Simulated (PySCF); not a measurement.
CrO2F2, SMILES [O]=[Cr](=[O])([F])[F], multiplicity 1. The structure is a stationary point at B3LYP-D3(BJ)/def2-SVP. The spin state was assumed, not searched. The isomer is the one that the SMILES or the coordinates give; other isomers of the formula were not compared.

Method: B3LYP-D3(BJ)/def2-SVP (PySCF).

Harmonic wavenumbers (cm⁻¹): 229, 294, 309, 333, 437, 765, 818, 1147, 1156. Rotational constants (GHz): 4.559, 4.099, 3.754; symmetry number 2.

Question: Work out the zero-point energy and the ideal-gas rigid-rotor harmonic-oscillator thermochemistry at 298.15 K and 1 atm.

Answer: ZPE = ½ Σ hcν = ½ × 5488 cm⁻¹ = 7.85 kcal/mol. H − E(el) = 11.60 kcal/mol. Entropy in cal/(mol K): translation 40.31, rotation 24.55, vibration 7.32, total 72.18. G − E(el) = -9.92 kcal/mol. Cp = 17.89 cal/(mol K).
